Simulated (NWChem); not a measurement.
# MgHF; SMILES [F][MgH]

```xyz
3

Mg    -0.0009    -0.5924     0.0000
H     -0.0055    -2.2802     0.0000
F      0.0008     1.1687     0.0000
```
Atoms are numbered in this order, from 1.

Coordinates come from a PBE0/def2-SVP optimisation.

 Unshifted, non-relativistic core excitations; the lowest 4 roots alone, so stronger bands may lie above.

**Question.** List the first F K-edge excitations from PBE/def2-TZVP, restricted-window TDA (NWChem).

**Answer.** 
| state | energy (eV) | dipole oscillator strength | leading excitation (squared amplitude) |
|---|---|---|---|
| S1 | 656.0 | 0.0033 | 1s of atom 3 or its equivalents → LUMO (1.00) |
| S2 | 656.7 | 0.0029 | 1s of atom 3 or its equivalents → LUMO+1 (1.00) |
| S3 | 656.7 | 0.0029 | 1s of atom 3 or its equivalents → LUMO+2 (1.00) |
| S4 | 659.2 | 0.0018 | 1s of atom 3 or its equivalents → LUMO+3 (1.00) |
